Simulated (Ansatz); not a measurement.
NaAl, closed-shell singlet (lowest of 2S+1 = 1, 3 at CCSD(T)/def2-TZVPP on PBE0 minima; our sources give no spin for the ground state, which may be another), most abundant isotopes (22.9898 and 26.9815 u). Constants from fifth-degree fits in 1/R to seven points on the lowest solution found; no spin–orbit coupling, no relativity up to Kr; ω_e x_e and α_e move by some per cent with the fit.

Correlated levels freeze the inner cores; with def2 sets outer-core shells near the valence are correlated too.

Run with Ansatz (a program for electronic structure). 

At CCSD(T)/def2-QZVPP: B₀ = 0.13881 cm⁻¹, fundamental 187 cm⁻¹.

Task: Taking the state as ¹Σ, work out the ideal-gas entropy and heat capacity at 298.15 K and 1 bar (rigid rotor, harmonic oscillator at the fundamental, no nuclear spin).

Result: 
Translation: S = R(1.5 ln M + 2.5 ln T − 1.1517) with M = 49.971 u gives 157.64 J/(mol K). Rotation: q = kT/(σhcB₀) = 1492.9 with σ = 1 and hc/k = 1.43878 cm K, S = R(ln q + 1) = 69.08. Vibration: u = hcν/kT = 0.904, S = R(u/(eᵘ − 1) − ln(1 − e⁻ᵘ)) = 9.43. Sum S° = 236.1 J/(mol K). C_p = 7R/2 + R u² eᵘ/(eᵘ − 1)² = 36.87 J/(mol K).

Doubts at one or more of the structures used: a restricted determinant that unrestricted orbitals would lower (CCSD(T)/def2-QZVPP).
